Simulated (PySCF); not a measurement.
C3H5F3S.
Atom-mapped SMILES: `[CH3:1][C@@H:2]([SH:3])[C:4]([F:5])([F:6])[F:7]` (hydrogens: H8, H9, H10 on C1; H11 on C2; H12 on S3)

Cartesian coordinates in Å at the PBE0-D3(BJ)/def2-SVP level; atoms count from 1:
```
atom  x, y, z in Å
C1    -0.9264   -0.8817    0.4232
C2    -0.0501   -0.1152   -0.5522
S3    -0.9050    1.2841   -1.3426
C4     1.2550    0.3312    0.0885
F5     2.0824    0.8897   -0.7886
F6     1.8915   -0.7158    0.6286
F7     1.0410    1.2133    1.0724
H8    -1.8414   -1.2172   -0.0819
H9    -0.3955   -1.7598    0.8194
H10   -1.2152   -0.2431    1.2713
H11    0.2384   -0.7629   -1.3954
H12   -1.1816    1.9313   -0.1892
```

Computed with PySCF at PBE0/def2-SVPD, non-relativistic, on one gas-phase PBE0-D3(BJ)/def2-SVP geometry that isn't relaxed in the solvent. The solvent is an IEF-PCM continuum (Bondi radii, 1.10 Å for H, scaled by 1.2). The model holds no explicit solvent molecules, cavitation or dispersion.

Gas phase at PBE0/def2-SVPD: HOMO -7.43 eV, LUMO 0.02 eV, dipole 2.03 D.

What does the continuum do to the energy, the frontier levels and the dipole at PBE0/def2-SVPD in dichloromethane and dimethylsulfoxide?

| solvent | ε | E(solvent) − E(gas) (kcal/mol) | polarisation term (kcal/mol) | distortion of the solute (kcal/mol) | HOMO (eV) | LUMO (eV) | dipole (D) |
| --- | --- | --- | --- | --- | --- | --- | --- |
| dichloromethane | 8.93 | -3.67 | -4.13 | 0.46 | -7.35 | 0.26 | 2.49 |
| dimethylsulfoxide | 46.83 | -4.32 | -4.97 | 0.65 | -7.35 | 0.29 | 2.57 |

Polarisation term: ½ Σ q·V over the induced surface charges. Distortion: the rise of the solute's own energy as its density leaves the gas-phase optimum. From dichloromethane to dimethylsulfoxide the lowering changes by a factor 1.18, Onsager's factor (ε − 1)/(2ε + 1) by 1.15 and ε itself by 5.2.

Which radius a makes the point-dipole formula ΔE = −[(ε − 1)/(2ε + 1)]·μ²/a³ give the value in dimethylsulfoxide, with the gas-phase dipole?

μ = 0.799 au and |ΔE| = 0.00688 Eh give a = 1.88 Å; the farthest nucleus lies 2.40 Å from the centroid of the nuclei, so such a sphere wouldn't even hold the nuclei. The formula assumes a rigid point dipole at the centre of a sphere.

Give the dipole vector in the frame of the coordinates (D, pointing from negative to positive charge), gas and dimethylsulfoxide.

Gas (-1.56, -1.26, 0.33), solvent (-1.88, -1.66, 0.57). Its length changes by +27 % and its direction by 4°.

How does the static polarisability (PBE0/def2-SVPD, frozen core, with the continuum's full static response) change?

```
           medium  isotropic (au)  principal values (au)  ⟨r²⟩ of the electrons (bohr²)
              gas            60.4       54.0, 59.7, 67.7                          861.4
  dichloromethane            77.4       70.7, 75.6, 85.9                          861.7
dimethylsulfoxide            81.0       74.7, 79.0, 89.5                          861.8
```

The isotropic value in dimethylsulfoxide is 1.34 times the gas-phase one; no cavity-field correction is applied. ⟨r²⟩ is taken about the centre of nuclear charge.
